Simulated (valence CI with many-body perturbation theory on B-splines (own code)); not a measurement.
Values are calculated unless marked as measured or tabulated.
# Sensitivity of CI+MBPT for Er LXIII

Method: configuration interaction combined with many-body perturbation theory (CI+MBPT): four valence electrons over a frozen Dirac-Fock core [He], a basis of 6 s, 6 p, 5 d, 3 f, 1 g functions for each j, with the one-electron correlation potential Σ1, the two-electron term Σ2, the three-electron term Σ3, Breit, model QED; selected CI, second order for the rest, scaled by the run's own slope (own B-spline code, finite nucleus).

The last digits are not significant, and no measured levels were compared; by estimate large intervals hold to a few tenths of a per cent, small ones and those within an open d or f shell to about a per cent.

The reference run has the lowest level (2s^2 2p1/2^2) J=0 and an ionisation energy of 15147.3 eV. Its largest variational space holds 9286 state functions.

Levels are named by their leading jj configuration (3d3/2^4 stands for four electrons in 3d with j = 3/2), which in mixed levels can hold well under half, so a name can repeat and another be missing. Letters in brackets count levels of one name in rising energy.

Reference levels: (2s^2 2p1/2 2p3/2) J=1 7702400, (2s^2 2p1/2 2p3/2) J=2 7846830, (2s 2p1/2^2 2p3/2) J=2 9828450, (2s 2p1/2^2 2p3/2) J=1 10467600, (2s^2 2p3/2^2) J=2 15707400, (2s^2 2p3/2^2) J=0 16157300, (2s 2p1/2 2p3/2^2) J=2 [a] 17324100, (2s 2p1/2 2p3/2^2) J=3 17666500, (2s 2p1/2 2p3/2^2) J=0 18102600, (2s 2p1/2 2p3/2^2) J=1 [a] 18267500, (2s 2p1/2 2p3/2^2) J=2 [b] 18346700, (2s 2p1/2 2p3/2^2) J=1 [b] 18377000 cm⁻¹.

Q: Rank these changes by the mean size of the shift of these levels, smallest first.
A. correlating orbitals by l 3 3 3 2 1 → 2 2 5 0 2
B. Breit term on → off; QED terms on → off
C. Breit term on → off

A: A (470 cm⁻¹), C (150000 cm⁻¹), B (200000 cm⁻¹).
